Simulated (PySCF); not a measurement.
PBEsol on Cl⁺ (chlorine, charge +1), [Ne] 3s1 3p4 4s1, high-spin 5P determinant (an excited configuration). All numbers are calculated (PySCF 2.14, no relativity, point nucleus, in aug-cc-pV(Q+d)Z).

```
cycle= 1 E= -457.859251441757  delta_E= -0.00727  |g|= 0.0778  |ddm|= 1.56
cycle= 2 E= -457.860330370864  delta_E= -0.00108  |g|= 0.0753  |ddm|= 0.872
cycle= 3 E= -457.864165372439  delta_E= -0.00384  |g|= 0.0103  |ddm|= 0.408
cycle= 4 E= -457.864253027025  delta_E= -8.77e-05  |g|= 0.00167  |ddm|= 0.0969
cycle= 5 E= -457.86425527239  delta_E= -2.25e-06  |g|= 0.00193  |ddm|= 0.0268
cycle= 6 E= -457.864257881541  delta_E= -2.61e-06  |g|= 0.000272  |ddm|= 0.00747
cycle= 7 E= -457.86425795226  delta_E= -7.07e-08  |g|= 6.26e-05  |ddm|= 0.0018
cycle= 8 E= -457.864257955204  delta_E= -2.94e-09  |g|= 2.93e-06  |ddm|= 0.000277
cycle= 9 E= -457.864257955211  delta_E= -6.93e-12  |g|= 1.89e-07  |ddm|= 2.2e-05
converged SCF energy = -457.864257955211  <S^2> = 6.0008216  2S+1 = 5.0003286
```

Highest occupied orbital energy: -7.840 eV; ⟨L²⟩ = 3.53; populations by l: s 5.75, p 10.00, d 0.25, f 0.00.

(1) Can this result be used?

Results:

(1) Not for this state. The calculation finished and met its thresholds. ⟨L²⟩ = 3.53 against 2 for a pure P term, so this real determinant mixes terms. The outer electron is Rydberg-like, and this basis confines it to a smaller radius and binds it less than a complete one would. The s, p, d and f populations moved away from the nominal configuration during the SCF.
